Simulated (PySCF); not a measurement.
A structure optimised at PBE-D3(BJ)/def2-SVP, used in a PySCF frequency run:

```xyz
6

Nb     0.0000     0.0000     0.0000
Cl     2.2892     0.0000     0.0000
Cl     0.0000     0.0000     2.3360
Cl     0.0000     0.0000    -2.3360
Cl    -1.1446    -1.9825     0.0000
Cl    -1.1446     1.9825     0.0000
```

### Question
Write its SMILES, formula and point group.

### Answer
[Cl][Nb]([Cl])([Cl])([Cl])[Cl], Cl5Nb, D3h

### Question
What are its rotational constants (standard atomic weights)?

### Answer
0.90679, 0.75932, 0.75932 GHz
